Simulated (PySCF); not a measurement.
C7H11BO2.
Cartesian coordinates in Å at the PBE0-D3(BJ)/def2-SVP level; atoms count from 1:
```xyz
21
C7H11BO2 angstrom
C     -2.3895    1.1050   -0.5765
C     -1.5803    0.3007    0.4491
C     -1.6470   -1.1717    0.1667
C     -0.5739   -1.9394   -0.0348
C      0.8289   -1.4238    0.0201
C      0.9329    0.0496    0.3224
B      2.3459    0.7206    0.4055
O      2.4481    2.0465    0.6939
O      3.5040    0.0218    0.1946
C     -0.1671    0.7951    0.5225
H     -2.3540    2.1822   -0.3508
H     -1.9849    0.9541   -1.5890
H     -3.4457    0.7935   -0.5794
H     -2.0512    0.4833    1.4368
H     -2.6455   -1.6184    0.1134
H     -0.7064   -3.0053   -0.2474
H      1.3969   -2.0048    0.7757
H      1.3356   -1.6512   -0.9398
H      3.3684    2.3284    0.7095
H      3.3527   -0.9062   -0.0038
H     -0.0362    1.8615    0.7407
```

All values: PBE0/pcSseg-1 (PySCF, non-relativistic), on one gas-phase PBE0-D3(BJ)/def2-SVP geometry that isn't relaxed in the solvent. The solvent is an IEF-PCM continuum (Bondi radii, 1.10 Å for H, scaled by 1.2). Specific hydrogen bonds and non-electrostatic terms are outside this model.

Gas phase at PBE0/pcSseg-1: HOMO -6.79 eV, LUMO -0.39 eV, dipole 1.17 D.

Q: What does the continuum do to the energy, the frontier levels and the dipole at PBE0/pcSseg-1 in benzene and acetone?

A: 
```tsv
solvent	ε	E(solvent) − E(gas) (kJ/mol)	polarisation term (kJ/mol)	distortion of the solute (kJ/mol)	HOMO (eV)	LUMO (eV)	dipole (D)
benzene	2.271	-13.96	-14.55	0.59	-6.75	-0.38	1.35
acetone	20.49	-30.81	-34.03	3.22	-6.76	-0.42	1.65
```

The polarisation term is half the interaction of the solute with the surface charges that it induces; the rest is the cost of distorting the solute's density. The sum is the electrostatic part of solvation alone. From benzene to acetone the lowering changes by a factor 2.21, Onsager's factor (ε − 1)/(2ε + 1) by 2.02 and ε itself by 9.0.

Q: Which radius a makes the point-dipole formula ΔE = −[(ε − 1)/(2ε + 1)]·μ²/a³ give the value in acetone, with the gas-phase dipole?

A: μ = 0.461 au and |ΔE| = 0.01173 Eh give a = 1.08 Å; the farthest nucleus lies 4.14 Å from the centroid of the nuclei, so such a sphere wouldn't even hold the nuclei. The formula assumes a rigid point dipole at the centre of a sphere.

Q: Give the dipole vector in the frame of the coordinates (D, pointing from negative to positive charge), gas and acetone.

A: Gas (-0.06, -1.13, -0.30), solvent (0.09, -1.60, -0.38). Its length changes by +40 % and its direction by 6°.

Q: Which Hirshfeld charges (PBE0/pcSseg-1) respond most in acetone (means over atoms taken as equivalent)?

A: 
```json
{"atoms": "H19/H20", "environment": "hydroxyl hydrogen", "gas (e)": "+0.173", "solvent (e)": "+0.185", "change": "+0.012"}
{"atoms": "O8/O9", "environment": "boron-bound oxygen", "gas (e)": "-0.259", "solvent (e)": "-0.269", "change": "-0.010"}
{"atoms": "H18", "environment": "methylene hydrogen", "gas (e)": "+0.039", "solvent (e)": "+0.049", "change": "+0.010"}
{"atoms": "H17", "environment": "methylene hydrogen", "gas (e)": "+0.039", "solvent (e)": "+0.048", "change": "+0.009"}
{"atoms": "C10", "environment": "alkene CH carbon", "gas (e)": "-0.025", "solvent (e)": "-0.034", "change": "-0.009"}
{"atoms": "C3", "environment": "alkene CH carbon", "gas (e)": "-0.049", "solvent (e)": "-0.056", "change": "-0.007"}
```

Q: Which Mayer bond orders change most in acetone?

A: 
| bond | length (Å) | gas | solvent | change |
| --- | --- | --- | --- | --- |
| C6–C10 | 1.344 | 1.919 | 1.895 | -0.024 |
| O9–H20 | 0.961 | 0.931 | 0.917 | -0.014 |
| B7–O9 | 1.369 | 1.194 | 1.207 | +0.013 |
| O8–H19 | 0.963 | 0.928 | 0.915 | -0.013 |
| C3–C4 | 1.335 | 1.944 | 1.933 | -0.011 |
| C5–C6 | 1.508 | 1.028 | 1.035 | +0.007 |
| C6–B7 | 1.566 | 0.883 | 0.889 | +0.006 |
| C10–H21 | 1.096 | 0.951 | 0.956 | +0.005 |
